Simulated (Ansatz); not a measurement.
Two structures of CH$_{5}$GaO, closed shell, reached by relaxing down either side of one saddle point (PBE0-D4/def2-TZVP). Energies are electronic, without zero-point energy. Program: Ansatz 0.2.0. Basis: def2-TZVPP and def2-QZVPP. Cores are frozen in the correlated methods. Filled d shells of the heavier atoms are correlated. The def2 sets are not built for correlating such inner shells, so the correlated values are less sure here. Extrapolation: Hartree–Fock as exp(−7.88 √X), correlation as X^−2.97. First:

```csv
atom,x (Å),y (Å),z (Å)
Ga1,0.0523,-0.3979,-0.6180
O2,1.3871,0.5954,-1.2909
H3,-0.4371,-1.5974,-1.5036
C4,-0.5787,0.1904,1.1334
H5,1.6959,0.3053,-2.1511
H6,-1.6401,0.4466,1.0941
H7,-0.0160,1.0639,1.4638
H8,-0.4633,-0.6061,1.8722
```

Second:

```xyz
8
angstrom
Ga -1.4096 -0.6860 -0.5405
O 0.6794 -0.0421 -1.5887
H 1.0047 -0.5845 -2.3122
C -0.5492 0.1831 1.1122
H 1.4072 0.0805 -0.9710
H -1.2337 0.2095 1.9662
H -0.2406 1.2153 0.9040
H 0.3418 -0.3757 1.4300
```

(1) Which bonds change from the first to the second?

(2) Give the saddle point's structure and its height above each. (An estimate is asked for; the value comes from the calculation.)

No T1 diagnostic of these runs exceeds 0.017. The restricted Hartree–Fock reference is unstable towards an unrestricted one at one or more of these structures.

## Answers

(1) CH₅GaO ([CH3][GaH][OH]) → CH₃Ga ([CH3][Ga]) + H₂O; bonds formed: O2–H3; bonds broken: Ga1–O2, Ga1–H3.

(2) The calculation gives: 60.60 kcal/mol above the first and 35.05 kcal/mol above the second (CCSD(T) at an estimated basis limit (MP2 extrapolated from triple and quadruple zeta, plus CCSD(T) − MP2 in triple zeta)).
```csv
atom,x (Å),y (Å),z (Å)
Ga1,-0.6099,-0.4666,-0.6349
O2,0.9894,0.1514,-1.6963
H3,0.0590,-0.8282,-2.0921
C4,-0.6018,0.2107,1.2187
H5,1.9002,-0.1085,-1.5038
H6,-1.5499,0.0493,1.7328
H7,-0.3799,1.2812,1.1947
H8,0.1932,-0.2892,1.7808
```

Labels in which every atom is bracketed show which atoms are joined, not bond orders.

For scale, one of the runs: CCSD(T)/def2-TZVPP, 180 basis functions, launched by `ansatz run in.yaml --threads 2 --pin off --events-out ev --progress --plain --max-ram 4352MiB`. Hardware: 2 CPU threads of an Intel Xeon 6975P-C, shared host. Wall time 20 s; peak host memory 1.9 GiB.
